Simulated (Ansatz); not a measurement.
A search over several starts for the lowest SCF solution of the cluster P3Se at the given spin, in a small basis.

```yaml
crystal:
  periodic: [false, false, false]
  atoms:
    - {symbol: P, position_ang: [-1.135674, 0.283137, -1.037482]}
    - {symbol: P, position_ang: [0.642845, -1.009087, 1.007365]}
    - {symbol: P, position_ang: [1.043752, -0.245739, -1.063100]}
    - {symbol: Se, position_ang: [-0.550922, 0.971690, 1.093217]}
basis:
  gaussian: {orbitals: def2-SVP, initial_orbitals: start.molden}
magnetization: {spin_polarized: true, initial_magnetization: 3}
hamiltonian: {xc: pbe0, dispersion: d4}
output: {orbitals: {seedname: orbitals}}
```

The file start.molden holds the orbitals of an earlier run on this structure, at another level or in another basis.

```sh
$ ansatz run in.yaml --threads 4 --pin off --events-out ev --progress --plain --max-ram 3916MiB
```

Output, abridged:

```
Functional definition: PBE0
  name "PBE0"
  cite "Adamo & Barone, J. Chem. Phys. 110, 6158 (1999) doi:10.1063/1.478522"
  cite "Perdew, Burke & Ernzerhof, Phys. Rev. Lett. 77, 3865 (1996) doi:10.1103/PhysRevLett.77.3865"
  parent pbe
  parameter a = 0.25
  parameter kappa = 0.804
  parameter beta = 0.06672455060314922
  exchange = (1 - a)*pbe_x(kappa = kappa, mu = beta*pi^2/3) + a*exact_x
  correlation = pbe_c(beta = beta)
781 factors; integrals over basis functions are off by at most 7.6e-4 eV
mean field evaluation 1: about -93179.5920 eV, gradient 5.1e0 eV
mean field evaluation 2: about -93179.6831 eV, gradient 1.4e-1 eV
mean field evaluation 4: about -93179.7191 eV, gradient 2.0e-3 eV
mean field evaluation 8: about -93179.2844 eV, gradient 7.0e0 eV
mean field evaluation 16: about -93179.7191 eV, gradient 1.3e-2 eV
mean field -93179.71909640 eV, -3424.2915173107 hartree, gradient 2.4e-5 eV, S^2 3.760851; 1 other end points of the search recorded, 0 dependent functions left out
reference -93179.71911476 eV, -3424.2915179854 hartree; 41, 38 occupied and 45, 48 virtual orbitals, 781 factors
Total energy: -93179.93878411 eV, -3424.2995906852 hartree
```

Hardware: 4 threads of Arm Neoverse V2 on a shared host. Wall time 2 s.

At PBE0-D4/def2-TZVP a doublet of charge 0 lies 1.62 eV below the quartet, each at its own geometry. The structure comes from a short search, and lower isomers may exist.
